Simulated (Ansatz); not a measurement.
Ansatz (a first-principles code) input:

Ansatz 0.2 input:
```yaml
crystal:
  periodic: [false, false, false]
  atoms:
    - {symbol: F, position_ang: [-0.09737281, -0.15784384, 2.05965334]}
    - {symbol: Sn, position_ang: [-0.00761532, -0.01234463, 0.16108113]}
    - {symbol: Cl, position_ang: [-1.83715674, -1.11130773, -0.69763873]}
    - {symbol: Cl, position_ang: [1.96020999, -0.99747128, -0.50938926]}
    - {symbol: Cl, position_ang: [-0.04910493, 2.22865114, -0.35714475]}
basis:
  gaussian:
    orbitals: def2-TZVPD
hamiltonian:
  xc: {name: r2SCAN}
output: {forces: true}
```

Question: What final total energy does it print?

Answer: -1694.95671 Eh (r2SCAN/def2-TZVPD). The basis has 234 functions.
